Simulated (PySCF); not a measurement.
Two species compared at the same levels of theory.

First species: C₆H₈ClFO.
SMILES: `C(=C)C[C@](C(Cl)=O)(C)F`

Second species: C7H11FN2Si.
InChI=1S/C7H11FN2Si/c1-11(2,3)7-4-6(8)5-9-10-7/h4-5H,1-3H3

Levels: PBE0/pcSseg-1 for dipole moment, HOMO energy, LUMO energy and HOMO–LUMO gap; GFN2-xTB for rotational constant A and rotational constant C. Geometries: GFN2-xTB. All species are isolated and taken at one optimised geometry, non-relativistic unless stated. Electronic properties by PySCF.

Dipoles, sizes and rotational constants follow the conformer. The torsions of the flexible species, by atom-mapped SMILES:
- `[CH2:1]=[CH:2][CH2:3][C@:4]([CH3:5])([F:6])[C:7](=[O:8])[Cl:9]`: C1–C2–C3–C4 115°, C2–C3–C4–C5 -178°, C3–C4–C7–O8 -71°
- `[CH3:1][Si:2]([CH3:3])([CH3:4])[c:5]1[cH:6][c:7]([F:8])[cH:9][n:10][n:11]1`: C1–Si2–C5–C6 -147°

```csv
property,column X,column Y
dipole moment,2.37 D,2.86 D
HOMO energy,-7.89 eV,-6.79 eV
LUMO energy,-1.26 eV,-1.45 eV
HOMO–LUMO gap,6.63 eV,5.34 eV
rotational constant A,1.458 GHz,1.654 GHz
rotational constant C,1.027 GHz,0.500 GHz
```

Which column belongs to which species?

Column X is the first species and column Y the second. The first has 17 atoms and 78 electrons, the second 22 and 90.

How does each property change from the first species to the second?

dipole moment +0.49 D; HOMO energy +1.10 eV; LUMO energy -0.19 eV; HOMO–LUMO gap -1.29 eV; rotational constant A +0.196 GHz; rotational constant C -0.527 GHz.

On the first: In atomic units the dipole is 0.93 e·bohr (1 au = 2.5417 D). A dipole of 2.37 D is allowed in C1, and pure rotational transitions are dipole-allowed.

On the second: In atomic units the dipole is 1.12 e·bohr (1 au = 2.5417 D).
